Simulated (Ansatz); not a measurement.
`FC(S)=[Se]` at its PBE0-D4/def2-TZVP geometry, where that method's forces vanish. Charge 0, multiplicity 1.

```xyz
5

F    -1.4306    0.8898   -0.4683
C    -0.2548    0.4183   -0.0705
S    -0.3078   -1.3091   -0.1753
Se    1.0456    1.4777    0.4478
H     0.9476   -1.4766    0.2663
```

Problem. What forces (eV/Å) does B3LYP-D4/def2-TZVPP give on these atoms in Ansatz 0.2.0? (An estimate is asked.)

Solution. Computed: 
```
F1  -0.427  0.182 -0.144
C2   0.155 -0.122  0.049
S3   0.031 -0.272 -0.002
Se4  0.267  0.256  0.109
H5  -0.027 -0.044 -0.012
```

B3LYP here is the variant with VWN-RPA as its local correlation; programs differ in this.
